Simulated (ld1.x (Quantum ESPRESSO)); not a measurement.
## Logarithmic derivatives: selenium, ultrasoft

ld1.x (Quantum ESPRESSO) 7.5 input, shortened:

```
&input
   title='Se', zed=34., rel=1, dft='PBE', iswitch=3,
   config='[Ar] 3d10 4s1 4p5'
 /
 &inputp
   pseudotype=3, tm=.true., lloc=-1, rcloc=1.60,
   nlcc=.true., new_core_ps=.true.,
   which_augfun='PSQ', rmatch_augfun=0.80
 /
6
4S  1  0   1.00   0.00  1.40  1.85  0.0
4S  1  0   0.00  -0.65  1.40  1.85  0.0
4P  2  1   5.00   0.00  1.40  1.75  0.0
4P  2  1   0.00   0.40  1.40  1.75  0.0
3D  3  2  10.00   0.00  1.00  1.15  0.0
3D  3  2   0.00  -0.90  1.00  1.15  0.0
 &test
   configts(1)='3d10 4s1 4p5'
 /
```

The phase is arctan(r·u′/u) with u = r·R(r), unwrapped; energies in Ry, scanned from -6 to 5 Ry. A pole is an energy at which the radial function vanishes at the test radius. The pseudo phase is shifted by a multiple of π to meet the all-electron one at the reference energy, and phase errors are pseudo minus all-electron; the curves can meet again beyond the range given. Levels narrower than the energy grid can be missing from the lists of poles.

For each channel, where are the poles, and over which energies does the pseudopotential scatter like the atom?

```tsv
channel	radius (bohr)	reference energy (Ry)	poles, all-electron	poles, pseudo	unbroken range about the reference energy with phases within 0.05 rad	phase error 1 Ry above the reference energy (rad)
s	2.00	-1.33	0.82	0.81	below 4.4	-0.000
p	2.00	-0.52	2.44	2.44	the whole range	-0.000
d	2.00	-4.02	-3.98	-3.98	the whole range	+0.000
```

Phases in the p channel:

```csv
E (Ry),all-electron,pseudo
-6.00,1.339,1.338
-5.74,1.331,1.331
-5.48,1.324,1.324
-5.22,1.316,1.315
-4.96,1.306,1.306
-4.70,1.296,1.296
-4.44,1.285,1.284
-4.18,1.272,1.272
-3.92,1.257,1.257
-3.66,1.240,1.240
-3.40,1.220,1.220
-3.14,1.196,1.196
-2.88,1.168,1.168
-2.62,1.133,1.133
-2.36,1.089,1.089
-2.10,1.032,1.032
-1.84,0.956,0.956
-1.58,0.849,0.849
-1.32,0.693,0.693
-1.06,0.457,0.457
-0.80,0.113,0.113
-0.54,-0.304,-0.304
-0.28,-0.677,-0.677
-0.02,-0.943,-0.942
0.24,-1.119,-1.119
0.50,-1.239,-1.239
0.76,-1.324,-1.324
1.02,-1.387,-1.387
1.28,-1.436,-1.436
1.54,-1.476,-1.476
1.80,-1.508,-1.508
2.06,-1.536,-1.536
2.32,-1.560,-1.561
2.58,-1.582,-1.583
2.84,-1.602,-1.603
3.10,-1.621,-1.621
3.36,-1.638,-1.639
3.62,-1.655,-1.657
3.88,-1.672,-1.674
4.14,-1.690,-1.692
4.40,-1.707,-1.710
4.66,-1.725,-1.730
4.92,-1.745,-1.751
```
